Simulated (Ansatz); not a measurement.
Geometry optimisation, RKS revPBE-D4/def2-SVP in Ansatz 0.2.0.

Input:

```yaml
crystal:
  periodic: [false, false, false]
  atoms:
    - { symbol: Al, position_ang: [-0.636533, 0.604593, -0.805438] }
    - { symbol: S, position_ang: [0.746332, -1.102364, 1.985184] }
    - { symbol: "N", position_ang: [-0.039469, -0.895073, -1.370784] }
    - { symbol: H, position_ang: [0.453852, -1.639988, 0.763542] }
    - { symbol: O, position_ang: [-0.995328, 2.073562, -0.109745] }
    - { symbol: H, position_ang: [1.964825, -0.691075, 1.541838] }
    - { symbol: H, position_ang: [-0.242873, -1.243311, -2.320458] }
    - { symbol: H, position_ang: [-1.250807, 2.893655, 0.315861] }
basis:
  gaussian: { orbitals: def2-SVP }
hamiltonian:
  xc: revpbe
  dispersion: d4
relax:
  f_tol: 0.03
  max_steps: 50
output:
  orbitals: {}
```

Run as:

```bash
$ ansatz run input.yaml --threads 2 --pin off --max-ram 3072MiB --backend cpu --events-out ev --progress --plain --runs-dir out
```

Q: Where does it end, and by what steps?

A: The forces met the threshold. The force dipped under the threshold on the way, but the program's further checks kept it going. After 26 steps the energy has fallen by 3.635 eV; H4 moved furthest, 1.69 Å. Parted: S2–H4 (1.37 → 3.69 Å). Joined: Al1–S2 (3.55 → 2.21 Å), N3–H4 (2.31 → 1.02 Å).

| step | energy less start (eV) | largest force component (eV/Å) | accepted |
| --- | --- | --- | --- |
| 0 | 0.0000 | 0.353 | yes |
| 1 | -0.1344 | 0.532 | yes |
| 2 | -0.3002 | 0.885 | yes |
| 3 | -0.4382 | 0.921 | yes |
| 4 | -0.6754 | 1.471 | yes |
| 5 | -1.1515 | 2.299 | yes |
| 6 | -1.8460 | 2.227 | yes |
| 7 | -2.3251 | 3.461 | yes |
| 8 | -2.8954 | 1.753 | yes |
| 9 | -3.1458 | 0.714 | yes |
| 10 | -3.2423 | 1.537 | yes |
| 11 | -3.3759 | 0.653 | yes |
| 12 | -3.4892 | 0.286 | yes |
| 13 | -3.4282 | 2.426 | no |
| 14 | -3.5388 | 0.300 | yes |
| 15 | -3.5692 | 0.267 | yes |
| 16 | -3.5767 | 0.684 | yes |
| 17 | -3.5922 | 0.652 | yes |
| 18 | -3.6169 | 0.281 | yes |
| 19 | -3.5831 | 0.660 | no |
| 20 | -3.6289 | 0.091 | yes |
| 21 | -3.6338 | 0.027 | yes |
| 22 | -3.6330 | 0.235 | no |
| 23 | -3.6345 | 0.032 | yes |
| 24 | -3.6350 | 0.070 | yes |
| 25 | -3.6338 | 0.103 | no |
| 26 | -3.6354 | 0.021 | yes |

```xyz
8
Properties=species:S:1:pos:R:3
Al -0.149 0.331 0.138
S 0.825 0.192 2.119
N 0.004 -0.975 -1.060
H 0.451 -1.882 -0.913
O -1.085 1.708 -0.304
H 1.493 -0.948 1.777
H -0.401 -0.932 -1.998
H -1.139 2.507 0.241
```

Time of the run: 37 s on 2 threads of Intel(R) Xeon(R) Platinum 8488C (Sapphire Rapids), on a shared host, peak memory 0.16 GiB.
